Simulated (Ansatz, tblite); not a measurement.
Removing and adding an electron: the cluster Li₅H₅. Total charge 0; singlet. Geometry: r2SCAN-D4/def2-TZVP. Ansatz, gas phase; energy differences of separate SCF runs; the oxidised species was run as a doublet alone; the reduced species was run as a doublet alone.

```xyz
10

Li    1.268   -0.169    1.019
Li   -1.079   -1.044   -0.514
Li    0.349    1.523   -0.492
Li    1.297   -0.563   -1.421
Li   -1.704    0.470    1.565
H    -0.098    1.074    1.262
H     1.988    0.736   -0.387
H    -2.383   -0.741    0.628
H    -0.312    0.264   -1.641
H     0.675   -1.550   -0.020
```

The xTB rows come from tblite. Correlated methods freeze no core orbitals; core or outer-core shells of Li are correlated, in sets that lack core-valence functions. In CCSD on the charge 1 doublet the largest single amplitude is 0.33, so its Hartree–Fock determinant may place the open shell otherwise than the density functionals do. The structure comes from a short search, and lower isomers may exist.

```csv
level,−HOMO (eV),vertical IE (eV),−LUMO (eV),vertical EA (eV),HOMO–LUMO gap (eV),IE − EA (eV),remarks
GFN1-xTB,11.77,14.22,7.40,5.35,4.37,8.87,–
GFN2-xTB,9.69,12.03,4.13,1.95,5.56,10.08,–
HF/def2-TZVPD,–,–,–,-0.43,–,–,HOMO above zero (-1 doublet)
PBE-D4/def2-TZVPD,4.92,–,1.06,0.16,3.86,–,HOMO above zero (-1 doublet)
r2SCAN-D4/def2-TZVPD,5.12,–,0.40,-0.04,4.73,–,HOMO above zero (-1 doublet)
PBE0-D4/def2-TZVP,6.14,8.09,0.46,–,5.68,–,–
PBE0-D4/def2-TZVPD,6.07,–,0.56,0.04,5.51,–,HOMO above zero (-1 doublet)
MP2/def2-TZVPD,–,–,–,-0.33,–,–,HOMO above zero (-1 doublet)
CCSD/def2-TZVPD,–,–,–,-0.27,–,–,HOMO above zero (-1 doublet)
CCSD/def2-TZVPP,–,8.64,–,–,–,–,large T1 (0.056) (+1 doublet)
CCSD(T)/def2-TZVPD,–,–,–,-0.25,–,–,HOMO above zero (-1 doublet)
CCSD(T)/def2-TZVPP,–,8.59,–,–,–,–,large T1 (0.056) (+1 doublet)
```

Run but left out: HF/def2-TZVPP, MP2/def2-TZVPP (charge +1 doublet: a determinant that CCSD turns far, T1 0.056); PBE-D4/def2-TZVP, r2SCAN-D4/def2-TZVP (charge +1 doublet: an occupied level 0.04 to 0.21 eV above an empty one).   A HOMO above zero means that the electron is unbound at that level or that self-interaction error raises the level; the energy of removing that electron tells which. Raw xTB energy differences between charge states are shifted by several eV; the methods need an empirical correction for them. A negative affinity means that the extra electron isn't bound; its size then hangs on the basis.
